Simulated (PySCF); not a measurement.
Pd²⁺: excitation energy

Pd²⁺ [Kr] 4d8 (3F) → Pd²⁺ [Kr] 4d7 5s1 (5F), as a difference of total energies. All numbers are calculated (PySCF 2.14, scalar relativity by spin-free X2C-1e, in ANO-RCC-VTZP (7s6p4d2f1g, 68 functions)). Correlated levels: valence: [Kr] frozen; valence and next inner shell: [Ar] 3d10 frozen. The calculations carry no spin-orbit coupling.

```csv
method,excitation energy (eV)
UHF,6.610
LDA,7.039
PBE,6.994
PBE0,7.127
r2SCAN,7.134
r2SCANh,7.154
HSE06,7.084
LC-wPBE,7.383
MP2 (valence),7.355
SCS-MP2 (valence),7.662
MP2 (valence and next inner shell),7.116
SCS-MP2 (valence and next inner shell),7.289
```

How much does correlation contribute at MP2 (valence and next inner shell)?

7.116 − (6.610) = 0.506 eV, measured against UHF.

A first-order spin-orbit estimate (lowest level to lowest level, LS coupling) adds -0.019 eV.

The basis was made for the ground configuration and has no added diffuse functions, so the excitation energy can come out too high.
